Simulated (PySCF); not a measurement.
CH2Cl, SMILES [CH2]Cl, multiplicity 2. Geometry optimised at r2SCAN-D4/def2-TZVP. The isomer is the one that the SMILES or the coordinates give; other isomers of the formula were not compared.

### Question
Give the equilibrium geometry at r2SCAN-D4/def2-TZVP (PySCF confirms it by a frequency run) as bond lengths and angles, and its point group. (Estimate from the structure and the level; the computed values follow.)

### Answer
point group C2v.
Atoms: C1 Cl2 H3 H4. Bonded distances (Å): C1–Cl2 1.695, C1–H3 1.078, C1–H4 1.078. Bond angles (°): Cl2–C1–H3 117.8, Cl2–C1–H4 117.8, H3–C1–H4 124.4.
Charge 0, spin multiplicity 2.
